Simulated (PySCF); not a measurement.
# Run times: sulfur in aug-cc-pV(T+d)Z with one added diffuse shell each of s, p, d, f type

Measured wall times of calculations with PySCF 2.14 in aug-cc-pV(T+d)Z with one added diffuse shell each of s, p, d, f type (7s6p5d3f, 71 functions), with the non-relativistic Hamiltonian (point nucleus), run from one Python driver. Hardware: 1 thread of Neoverse-V1 on a shared host, 1.3 GiB allowed. The two-electron integrals over 71 functions were computed once and kept in memory (0.39 CPU seconds with the set-up); the times below exclude them. Kohn-Sham runs start from converged Hartree-Fock orbitals.

Launch command (the driver calls PySCF for each step listed in the task file):

```bash
OMP_NUM_THREADS=1 python atomrun2.py TASK.json OUT
```

```json
{"species": "S⁺ [Ne] 3s1 3p3 4s1", "step": "UHF with spin-orbit constants", "iterations": "1", "wall time (s)": "1.5"}
{"species": "S⁺ [Ne] 3s1 3p3 4s1", "step": "LDA", "iterations": "5", "wall time (s)": "0.29"}
{"species": "S⁺ [Ne] 3s1 3p3 4s1", "step": "PBE", "iterations": "5", "wall time (s)": "0.41"}
{"species": "S⁺ [Ne] 3s1 3p3 4s1", "step": "PBE0", "iterations": "6", "wall time (s)": "0.67"}
{"species": "S⁺ [Ne] 3s1 3p3 4s1", "step": "r2SCAN", "iterations": "6", "wall time (s)": "1.1"}
{"species": "S⁺ [Ne] 3s1 3p3 4s1", "step": "BLYP", "iterations": "5", "wall time (s)": "0.4"}
{"species": "S⁺ [Ne] 3s1 3p3 4s1", "step": "HSE06", "iterations": "5", "wall time (s)": "0.93"}
{"species": "S⁺ [Ne] 3s1 3p3 4s1", "step": "wB97M-V", "iterations": "6", "wall time (s)": "1.9"}
{"species": "S⁺ [Ne] 3s1 3p3 4s1", "step": "MP2 (5 electrons)", "iterations": "", "wall time (s)": "0.07"}
{"species": "S⁺ [Ne] 3s2 3p2 4s1", "step": "UHF with spin-orbit constants", "iterations": "9", "wall time (s)": "1.8"}
{"species": "S⁺ [Ne] 3s2 3p2 4s1", "step": "LDA", "iterations": "9", "wall time (s)": "0.48"}
{"species": "S⁺ [Ne] 3s2 3p2 4s1", "step": "PBE0", "iterations": "29", "wall time (s)": "2.8"}
{"species": "S⁺ [Ne] 3s2 3p2 4s1", "step": "BLYP", "iterations": "19", "wall time (s)": "1.3"}
{"species": "S⁺ [Ne] 3s2 3p2 4s1", "step": "M06-L", "iterations": "22", "wall time (s)": "3.7"}
{"species": "S⁺ [Ne] 3s2 3p2 4s1", "step": "HSE06", "iterations": "10", "wall time (s)": "1.5"}
{"species": "S⁺ [Ne] 3s2 3p2 4s1", "step": "wB97M-V", "iterations": "16", "wall time (s)": "4.4"}
{"species": "S⁺ [Ne] 3s2 3p2 4s1", "step": "MP2 (5 electrons)", "iterations": "", "wall time (s)": "0.16"}
```

Peak memory of the process: 0.25 GiB. Times on a shared host vary from run to run.
